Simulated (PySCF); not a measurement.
This script is equivalent to a calculation on S⁺ (sulfur, charge +1).

```python
from pyscf import gto, scf, dft, mp, cc
import basis_set_exchange as bse
mol = gto.M(atom="S 0 0 0", charge=1, spin=3, symmetry="D2h",
            basis=gto.basis.parse(bse.get_basis("6-31G*", elements=["S"], fmt="nwchem", header=False)))
mf = dft.UKS(mol, xc="R2SCAN")
mf.irrep_nelec = {'Ag': (3, 3), 'B1u': (2, 1), 'B2u': (2, 1), 'B3u': (2, 1)}
mf.kernel()
```

(1) What total energy does it give?

(2) Which occupied shell lies highest, and where?

(3) What is ⟨S²⟩, and what would a pure spin state give?

Answers

(1) -397.676 hartree (calculated).

(2) 3p α, at -18.469 eV.

(3) 3.750, against 3.75.
